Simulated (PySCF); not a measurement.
# Dipole moment and polarisability of `[SiH2]1[SiH2][SiH2][SiH2][SiH2]1`

Si₅H₁₀.
Numbering: `[SiH2:1]1[SiH2:2][SiH2:3][SiH2:4][SiH2:5]1` (hydrogens: H6, H7 on Si1; H8, H9 on Si2; H10, H11 on Si3; H12, H13 on Si4; H14, H15 on Si5)

Geometry (PBE0-D3(BJ)/def2-SVP, Å), atoms numbered from 1 in this order:
```xyz
15
Si5H10 angstrom
Si     0.867    1.299    1.237
Si     1.862   -0.650    0.343
Si     0.266   -1.719   -1.034
Si    -1.714   -0.429   -0.993
Si    -1.339    1.439    0.404
H      0.850    1.228    2.733
H      1.650    2.509    0.832
H      2.282   -1.567    1.449
H      3.076   -0.291   -0.456
H     -0.008   -3.101   -0.528
H      0.782   -1.824   -2.436
H     -2.853   -1.247   -0.469
H     -2.058    0.026   -2.377
H     -1.517    2.706   -0.373
H     -2.318    1.440    1.536
```

Level: PBE0/def2-SVPD (PySCF), static field, nuclei fixed, core orbitals frozen in the response. The polarisability tensor in these axes (au):

```
x   163.13  -8.94  13.40
y    -8.94 154.34  21.50
z    13.40  21.50 136.55
```

Question: What are the eigenvalues, a third of the trace, and Δα (Δα² = ½Σ(αi − αj)² over the three pairs)?

Answer: Principal values 116.60, 168.70 and 168.72 au; mean 151.34 au = 22.43 Å³ = 24.95 × 10⁻⁴⁰ C²·m²/J; Δα = 52.11 au (34 % of the mean).

Question: What is the dipole moment?

Answer: 0.00 D; point group D5h allows none.

Question: Give the eigenvalues of the traceless quadrupole moment Θ = ½Σq(3rr − r²1), origin at the centre of nuclear charge.

Answer: -0.87, -0.84, 1.71 D·Å. With no charge and no dipole, the values don't depend on the origin. The electronic extent ⟨r²⟩ about the same centre is 1526 bohr², a root-mean-square distance of 2.31 Å for the 80 electrons.

Question: In TDDFT the mean static polarisability is Σ f/ω² over all singlet excitations (ω in hartree). How much of it do the 6 lowest give? Their energies (eV) and oscillator strengths: 5.11, 0.0000; 5.11, 0.0000; 5.77, 0.0000; 5.77, 0.0000; 6.23, 0.0000; 6.23, 0.0000.

Answer: They add up to 0.00 au, 0.0 % of the 151.34 au. Terms in order: 0.00, 0.00, 0.00, 0.00, 0.00, 0.00 au. Higher excitations give the rest. The strengths listed sum to 0.000.

Question: What would n − 1 = 2πNα be for an ideal gas of these molecules at 400 K and 1 atm, electronic part alone?

Answer: N = p/kT = 1.8347 × 10¹⁹ cm⁻³, so n − 1 = 2π × N × 22.43 × 10⁻²⁴ cm³ = 2585 × 10⁻⁶ at long wavelengths.

Geometry: PBE0-D3(BJ)/def2-SVP; no solvent, vibrations or thermal averaging.
